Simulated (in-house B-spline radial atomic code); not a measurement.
Values are calculated unless marked as measured or tabulated.
Extrapolating the RPA correlation energy in partial waves: the osmium ion Os³⁺

All-electron RPA on r2SCAN orbitals from a B-spline radial code for spherical atoms, scalar-relativistic (spin-free one-electron X2C), finite nucleus, configuration [Xe] 4f14 5d5, highest spin. Without the two-electron picture change, the correlation of inner shells comes somewhat too large for so heavy an element. With empty states up to angular momentum L the sums are:

```tsv
L	E_c(L) (hartree)
5	-5.667221
6	-6.009787
7	-6.194062
8	-6.298914
```

For large l each further wave adds A/(l + 1/2)⁴, because the basis must build the cusp where two electrons meet.

(1) Estimate the limit from L = 7 and L = 8.

(2) How good is the estimate?

Answers

(1) Wave 8 adds -0.104852, against a sum of (l + 1/2)⁻⁴ of 1.91569e-04, so A = -547.33. The sum over l > 8 is ζ(4, 9.5) = 4.5445e-04, close to 1/(3 × 9³) = 4.5725e-04. The tail is -0.248739 and the limit -6.54765 hartree.

(2) A run to L = 11 sums to -6.42384 and extrapolates to -6.50658 hartree, 8.90 millihartree from the run before, so it has not settled and is itself too deep. The estimate differs from that by -41.08 millihartree, while the bare sum at L = 8 misses 207.7 millihartree (3.2 %).
